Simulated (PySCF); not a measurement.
H₆Al₂O₂, singlet (CAM-B3LYP/def2-SVP optimised geometry):

```
10

Al    -1.106    -0.915     0.000
Al     1.106     0.916     0.000
O      0.758    -0.915     0.000
H      1.370    -1.656    -0.005
H     -1.706    -1.420     1.375
H     -1.704    -1.401    -1.383
O     -0.758     0.915     0.012
H     -1.370     1.656     0.017
H      1.714     1.410     1.375
H      1.695     1.412    -1.383
```

Method: CAM-B3LYP/def2-TZVP run with PySCF.

Question: What are the frontier orbital energies and the dipole moment?

Answer: HOMO-2 -10.71 eV, HOMO-1 -9.48 eV, HOMO -9.10 eV, LUMO 0.25 eV, LUMO+1 1.07 eV; dipole moment 0.01 D.

On the same geometry PBE/def2-TZVP (PySCF) gives HOMO-2 -7.81 eV, HOMO-1 -6.74 eV, HOMO -6.39 eV, LUMO -1.37 eV, LUMO+1 -0.67 eV; dipole moment 0.01 D.

Meta-Löwdin charges at CAM-B3LYP/def2-TZVP: Al1 0.71, Al2 0.71, O3 -0.72, H4 0.37, H5 -0.18, H6 -0.18, O7 -0.72, H8 0.37, H9 -0.18, H10 -0.18.
